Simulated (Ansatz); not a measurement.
Geometry optimisation, RKS BLYP-D4/STO-3G in Ansatz 0.2.0.

input.yaml

```yaml
crystal:
  periodic: [false, false, false]
  atoms:
    - { symbol: B, position_ang: [0.0, 0.0, 0.0] }
    - { symbol: "N", position_ang: [0.0, 0.0, 1.55] }
    - { symbol: H, position_ang: [-0.877, -0.2713, 2.08] }
    - { symbol: H, position_ang: [0.877, 0.2713, 2.08] }
    - { symbol: O, position_ang: [1.2211, 0.0, -0.705] }
    - { symbol: H, position_ang: [1.5209, -0.9519, -0.8599] }
    - { symbol: O, position_ang: [-1.2211, 0.0, -0.705] }
    - { symbol: H, position_ang: [-1.7308, -0.8467, -0.4965] }
basis:
  gaussian: { orbitals: STO-3G }
hamiltonian:
  xc: blyp
  dispersion: d4
relax:
  f_tol: 0.02
  max_steps: 40
output:
  orbitals: {}
```

Launched with:

```bash
$ ansatz run input.yaml --threads 1 --pin off --max-ram 2048MiB --backend cpu --events-out ev --progress --plain --runs-dir out
```

Q: Where does it end, and by what steps?

A: The run converged. Limits of this set-up: minimal basis. After 9 steps the energy has fallen by 1.441 eV; H6 moved furthest, 0.79 Å.

| step | energy less start (eV) | largest force component (eV/Å) | accepted |
| --- | --- | --- | --- |
| 0 | 0.0000 | 3.738 | yes |
| 1 | -0.5161 | 1.732 | yes |
| 2 | -0.7245 | 1.944 | yes |
| 3 | -1.0941 | 0.799 | yes |
| 4 | -1.3096 | 0.735 | yes |
| 5 | -1.4234 | 0.346 | yes |
| 6 | -1.4369 | 0.319 | yes |
| 7 | -1.4405 | 0.032 | yes |
| 8 | -1.4405 | 0.040 | no |
| 9 | -1.4406 | 0.005 | yes |

```xyz
8
Properties=species:S:1:pos:R:3
B 0.111 -0.267 0.114
N -0.060 -0.072 1.528
H -0.986 0.050 1.997
H 0.733 0.196 2.153
O 1.423 -0.221 -0.396
H 1.320 -0.421 -1.405
O -0.936 -0.527 -0.794
H -1.816 -0.536 -0.253
```

Time of the run: 6.9 s on 1 thread of Intel(R) Xeon(R) 6975P-C (Granite Rapids) (shared host), peak memory 0.13 GiB.
